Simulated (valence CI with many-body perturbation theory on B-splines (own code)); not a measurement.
## E1 line list for Mg⁶⁺

Level of theory: relativistic CI+MBPT: four valence electrons over a frozen Dirac-Fock core [He], a basis of 11 s, 11 p, 10 d, 8 f, 5 g, 2 h functions for each j, with the one-electron correlation potential Σ1, the two-electron term Σ2, the three-electron term Σ3, Breit, model QED; selected CI, second order for the rest, scaled by the run's own slope (own B-spline code, finite nucleus).

Set against measurement, 63 paired levels are off by 196 cm⁻¹ on average, the worst by 708. These come from a selection out of NIST levels in Kelleher and Podobedova, J. Phys. Chem. Ref. Data 37, 267 (2008). Levels without a partner in it may be off by more. Among the levels kept, up to 1300 cm⁻¹ of a level comes from second order outside the variational space, and about a tenth of that is noise between levels of different J, which matters for small intervals. 3 measured levels below the end of the list, from 1357170 cm⁻¹ on, found no clear computed partner, and computed levels of the same name lie up to 108233 cm⁻¹ from them.

Lines 251 to 300 of 554 in falling wavelength, among levels below 1505500 cm⁻¹, chosen from the strongest by gf and those to the six lowest levels. Wavelengths and rates use the calculated energies, so an error of 200 cm⁻¹ moves a line at 323.1 Å by 0.065 % and its rate by three times that or more. Electric multipoles are in the length gauge, E1 and E2 with the static RPA response of the core. Weak lines are less certain than strong ones. Lines between different terms over intervals too small for the method are left out, as are lines whose strength nearly cancels. The highest levels of a list are the least certain.

Names give the largest LS component (configuration and term), which can be under half, so a name can repeat, a term be missing and a line seem to break the LS rules; names also repeat where a configuration has a term twice. Letters in brackets count levels of one name in rising energy.

```csv
λ vac (Å),λ from measured levels,Upper,Lower,A (s⁻¹),log gf,Branch %
343.8,,2p3 3s 3S°_1,2s 2p2 3s 3P_1 [a],6.57e+09,-0.46,7.7
343.7,,2s 2p2 3d 3F_2 [c],2s2 2p 3d 1P°_1,4.77e+09,-0.37,5.2
343.0,,2s 2p2 3d 1P_1 [b],2s2 2p 3d 1P°_1,3.84e+09,-0.69,1.5
342.2,,2p3 3s 5S°_2,2s 2p2 3s 5P_3,6.33e+09,-0.26,46.0
342.0,,2s 2p2 3d 3D_1 [c],2s2 2p 3d 3P°_0,3.32e+09,-0.76,4.6
341.6,,2s 2p2 3d 3D_1 [c],2s2 2p 3d 3P°_1,3.12e+09,-0.79,4.3
341.1,,2s 2p2 3d 3D_2 [c],2s2 2p 3d 3P°_1,4.13e+09,-0.44,5.2
340.4,,2p3 3s 5S°_2,2s 2p2 3s 5P_2,4.59e+09,-0.40,33.4
340.2,,2s 2p2 3d 3D_2 [c],2s2 2p 3d 3P°_2,2.39e+09,-0.68,3.0
340.1,,2s2 2p 4f 1F_3,2s2 2p 3d 1D°_2,1.12e+10,0.13,11.2
339.5,,2s 2p2 3d 3D_3 [c],2s2 2p 3d 3P°_2,5.69e+09,-0.16,6.4
339.2,,2p3 3s 5S°_2,2s 2p2 3s 5P_1,2.79e+09,-0.62,20.3
337.7,,2s2 2p 4f 1F_3,2s2 2p 3d 3F°_2,1.40e+10,0.23,14.1
335.3,,2s 2p2 3d 3D_3 [c],2s2 2p 3d 3D°_3,2.72e+09,-0.49,3.1
335.0,,2s2 2p 4f 3G_4,2s2 2p 3d 3F°_4,1.07e+09,-0.79,2.9
334.6,,2s2 2p 4s 3P°_1,2s2 2p 3p 3D_2,1.13e+10,-0.24,18.7
334.6,,2s 2p2 3p 3P°_2 [c],2s2 2p 3p 3P_2,3.58e+09,-0.52,31.9
334.5,,2s 2p2 3d 3D_2 [c],2s2 2p 3d 3D°_1,1.70e+09,-0.85,2.2
334.4,,2s2 2p 4s 3P°_0,2s2 2p 3p 3D_1,1.45e+10,-0.61,23.7
334.4,,2s2 2p 4s 3P°_2,2s2 2p 3p 3D_3,1.26e+10,0.02,21.0
334.3,,2s 2p2 3d 3D_3 [c],2s2 2p 3d 3D°_2,2.61e+09,-0.51,2.9
333.5,,2s2 2p 4s 3P°_1,2s2 2p 3p 3D_1,3.22e+09,-0.79,5.3
333.4,,2s 2p2 3p 3P°_2 [c],2s2 2p 3p 3P_1,1.74e+09,-0.84,15.5
333.4,,2s2 2p 4f 3G_3,2s2 2p 3d 1D°_2,1.73e+10,0.30,41.8
333.2,,2s2 2p 4f 3G_4,2s2 2p 3d 3F°_3,1.94e+10,0.46,52.9
333.0,,2s2 2p 4f 3G_3,2s2 2p 3d 3F°_3,2.80e+09,-0.49,6.8
332.8,,2s 2p2 3s 3S_1,2s2 2p 3s 3P°_2,4.63e+09,-0.64,5.5
332.5,,2s2 2p 4f 1G_4,2s2 2p 3d 3F°_4,1.18e+09,-0.75,3.2
332.3,,2s2 2p 4f 3G_5,2s2 2p 3d 3F°_4,3.89e+10,0.85,99.5
332.1,,2s2 2p 4s 3P°_2,2s2 2p 3p 3D_2,2.21e+09,-0.74,3.7
331.0,,2s2 2p 4f 3G_3,2s2 2p 3d 3F°_2,1.77e+10,0.31,42.9
330.7,,2s2 2p 4f 1G_4,2s2 2p 3d 3F°_3,1.64e+10,0.38,44.9
330.2,,2s 2p2 3s 3S_1,2s2 2p 3s 3P°_1,3.70e+09,-0.74,4.4
325.4,,2s 2p2 3p 3D°_3 [c],2s2 2p 3p 3P_2,3.24e+09,-0.44,6.6
325.4,,2s 2p2 3p 3D°_2 [c],2s2 2p 3p 3P_1,1.86e+09,-0.83,4.0
323.6,,2s 2p2 3d 3D_3 [c],2s2 2p 3d 3F°_4,5.44e+09,-0.22,6.1
323.3,,2s 2p2 3d 1D_2 [b],2s2 2p 3d 3D°_1,6.50e+09,-0.29,8.1
323.1,323.2,2p4 3P_2,2s 2p3 3D°_2,1.87e+09,-0.83,12.0
323.0,323.1,2p4 3P_2,2s 2p3 3D°_3,9.40e+09,-0.13,60.4
322.5,,2s 2p2 3d 3D_2 [c],2s2 2p 3d 3F°_3,5.58e+09,-0.36,7.1
322.1,,2s 2p2 3d 3F_3 [c],2s2 2p 3d 3D°_3,2.50e+09,-0.56,2.6
321.7,,2s 2p2 3p 1P°_1 [c],2s2 2p 3p 1S_0,7.23e+09,-0.47,37.5
321.3,,2s 2p2 3d 3F_4 [c],2s2 2p 3d 3D°_3,1.74e+10,0.39,18.1
321.2,,2s 2p2 3d 3F_3 [c],2s2 2p 3d 3D°_2,1.52e+10,0.22,15.6
321.1,,2s 2p2 3d 3D_1 [c],2s2 2p 3d 3F°_2,5.05e+09,-0.63,6.9
321.0,321.1,2p4 3P_1,2s 2p3 3D°_2,8.24e+09,-0.42,52.5
320.8,,2s 2p2 3d 3F_2 [c],2s2 2p 3d 3D°_2,2.57e+09,-0.70,2.8
320.3,,2s 2p2 3d 3F_2 [c],2s2 2p 3d 3D°_1,9.08e+09,-0.16,10.0
320.3,320.5,2s 2p3 1P°_1,2s2 2p2 1S_0,4.42e+09,-0.69,19.7
320.2,320.3,2p4 3P_0,2s 2p3 3D°_1,1.11e+10,-0.77,70.6
```

Q: How does gf follow from A for the line at 340.2 Å?

A: gf = 1.4992 × (2J+1)_upper × A / σ², with σ = 293955 cm⁻¹ and 2J+1 = 5: gf = 0.207.
